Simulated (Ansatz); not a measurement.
Program: Ansatz. Geometries: PBE0-D4/def2-TZVP. ΔE: electronic, gas phase. CBS: MP2 limit from def2 TZ/QZ plus the TZ coupled-cluster correction, frozen cores. Functionals use def2-TZVPP. B3LYP here is the variant with VWN-RPA as its local correlation; programs differ in this. Each species was taken in one conformer, which may not be the lowest.

Consider the substitution at a C–C bond: `C=CCC(F)S` + `[SiH3]N[SiH2]Cl` → `C=CN([SiH3])[SiH2]Cl` + `CC(F)S`.

```
             level  ΔE (kJ/mol)
           PBE0-D4         14.9
               PBE         15.8
            r2SCAN         15.7
             B3LYP         21.9
   CCSD/def2-TZVPP         24.0
    MP2/def2-QZVPP         20.2
SCS-MP2/def2-QZVPP         22.8
     MP2/CBS(def2)         20.4
```

Problem. What does CCSD(T)/CBS give? (An estimate is asked.)

Solution. Computed: +22.0 kJ/mol. The listed levels differ from it by -7.1, -6.2, -6.3, -0.1, 2.0, -1.8, 0.8, -1.6 kJ/mol.

Largest T1 diagnostic among the species: 0.011.

The D4 term adds −6.7 kJ/mol with B3LYP and −3.4 kJ/mol with PBE0; it sums over pairs of atoms, weighted by their polarisabilities, and B3LYP, whose exchange is more repulsive, gets the larger term. In def2-TZVPP, CCSD(T) changes the Hartree–Fock value by −9.9 kJ/mol (the triples alone add −2.5 kJ/mol) and MP2 by −11.5 kJ/mol.
